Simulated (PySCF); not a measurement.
Isomers of C9H7Br, from PySCF 2.14.0, PBE0-D3(BJ)/def2-SVP geometry optimisation, gas phase. One conformer each, no zero-point energy, no frequencies.

Question: Which is lower in electronic energy at this level?
A. `BrC1=CC=CC12C=CC=C2`: A = 1362, B = 938.5, C = 639.9 MHz, dipole 1.17 D
B. `CC#Cc1ccc(Br)cc1`: A = 5482, B = 307.6, C = 291.8 MHz, dipole 2.26 D

Answer: B. That is `c1(ccc(cc1)Br)C#CC`, 12.5 kcal/mol below the other.

```
             SMILES                                                        mapped SMILES       E (Eh)  relative (kcal/mol)  relative (kJ/mol)  dipole (D)
   CC#Cc1ccc(Br)cc1      [CH3:1][C:2]#[C:3][c:4]1[cH:5][cH:6][c:7]([Br:8])[cH:9][cH:10]1  -2920.01635                  0.0                0.0        2.26
BrC1=CC=CC12C=CC=C2  [Br:1][C:2]1=[CH:3][CH:4]=[CH:5][C:6]12[CH:7]=[CH:8][CH:9]=[CH:10]2  -2919.99635                 12.5               52.5        1.17
```

As drawn, the lower has an aromatic ring and a C≡C bond, which the higher lacks; the higher has a C=C bond outside aromatic rings and a quaternary carbon, which the lower lacks.
